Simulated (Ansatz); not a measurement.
# A relaxation, step by step

AlH4BrO2, closed shell, PBE0-D4/def2-TZVP (Ansatz 0.2.0). Settings:

```yaml
hamiltonian: {xc: pbe0, dispersion: d4}
relax: {f_tol: 0.005, max_steps: 200}
```

Start, a step off a saddle point along its unstable mode:

```xyz
8
angstrom
Al -0.4005 -0.2865 -0.1066
H 0.0193 -1.7525 -0.2145
O -0.4822 0.5910 -1.5679
O -1.0486 0.2176 1.3922
H 1.6423 -1.1499 0.1733
Br 2.4081 -0.1794 0.4444
H -0.7208 1.4920 -1.7305
H -1.4176 1.0676 1.6096
```

| step | energy less the last (meV) | largest force component (eV/Å) |
| --- | --- | --- |
| 1 | 1909.3 | 5.185 |
| 6 | 1249.0 | 0.608 |
| 11 | 1236.7 | 0.007 |
| 16 | 1236.6 | 0.095 |
| 21 | 1226.2 | 0.256 |
| 26 | 1203.2 | 0.252 |
| 31 (rejected trial) | 1190.7 | 0.530 |
| 36 | 1176.8 | 0.082 |
| 41 | 1073.2 | 0.597 |
| 46 | 76.6 | 0.435 |
| 51 | 22.8 | 0.248 |
| 56 (rejected trial) | 19.7 | 0.587 |
| 61 | 6.6 | 0.318 |
| 66 | 2.9 | 0.078 |
| 71 | 0.5 | 0.067 |
| 76 | 0.0 | 0.007 |
| 77 | 0.0 | 0.003 |

Step 11, positions (Å) and forces (eV/Å):

```tsv
atom	x	y	z	Fx	Fy	Fz
Al1	-0.563	-0.300	-0.143	-0.001	-0.007	-0.001
H2	-0.358	-1.852	-0.294	0.000	0.003	0.001
O3	-0.554	0.634	-1.562	-0.001	-0.002	0.004
O4	-1.135	0.278	1.349	0.003	-0.001	-0.004
H5	2.459	-1.450	0.269	0.000	0.001	-0.002
Br6	2.324	-0.048	0.469	0.001	-0.001	0.002
H7	-0.769	1.562	-1.616	0.001	0.003	-0.002
H8	-1.403	1.176	1.529	-0.002	0.004	0.002
```

Step 41, positions (Å) and forces (eV/Å):

```json
{"atom": "Al1", "x": "-0.544", "y": "-0.544", "z": "0.096", "Fx": "0.236", "Fy": "-0.310", "Fz": "0.218"}
{"atom": "H2", "x": "-0.919", "y": "-2.056", "z": "-0.068", "Fx": "-0.001", "Fy": "0.057", "Fz": "-0.047"}
{"atom": "O3", "x": "0.270", "y": "0.257", "z": "-1.268", "Fx": "0.086", "Fy": "-0.179", "Fz": "0.056"}
{"atom": "O4", "x": "-1.366", "y": "0.385", "z": "1.240", "Fx": "0.078", "Fy": "0.597", "Fz": "0.035"}
{"atom": "H5", "x": "1.457", "y": "0.057", "z": "-0.578", "Fx": "-0.328", "Fy": "0.233", "Fz": "-0.511"}
{"atom": "Br6", "x": "2.200", "y": "-0.556", "z": "0.643", "Fx": "0.052", "Fy": "-0.204", "Fz": "0.418"}
{"atom": "H7", "x": "0.076", "y": "1.154", "z": "-1.528", "Fx": "-0.027", "Fy": "0.281", "Fz": "-0.104"}
{"atom": "H8", "x": "-1.174", "y": "1.303", "z": "1.463", "Fx": "-0.096", "Fy": "-0.476", "Fz": "-0.063"}
```

Step 76, positions (Å) and forces (eV/Å):

```
atom       x       y       z      Fx      Fy      Fz
 Al1  -0.140  -0.622   0.365   0.007   0.003  -0.005
  H2  -0.928  -1.958   0.100  -0.003   0.000  -0.001
  O3   0.315   0.249  -1.333  -0.007   0.002  -0.001
  O4  -0.948   0.824   0.823   0.002  -0.003  -0.003
  H5   1.274   0.335  -1.421   0.002  -0.002   0.003
 Br6   2.031  -0.887   1.110   0.003   0.000   0.002
  H7  -0.055   1.136  -1.200   0.002  -0.003  -0.001
  H8  -1.549   0.923   1.556  -0.005   0.003   0.005
```

Last step (77):

Al1  (-0.139, -0.622, 0.365)
H2  (-0.929, -1.957, 0.099)
O3  (0.315, 0.249, -1.333)
O4  (-0.948, 0.824, 0.823)
H5  (1.274, 0.334, -1.421)
Br6  (2.032, -0.886, 1.110)
H7  (-0.055, 1.136, -1.200)
H8  (-1.550, 0.922, 1.556)
(Å)

The run took about 6.6 min on 4 CPU threads of an Intel Xeon (shared host).
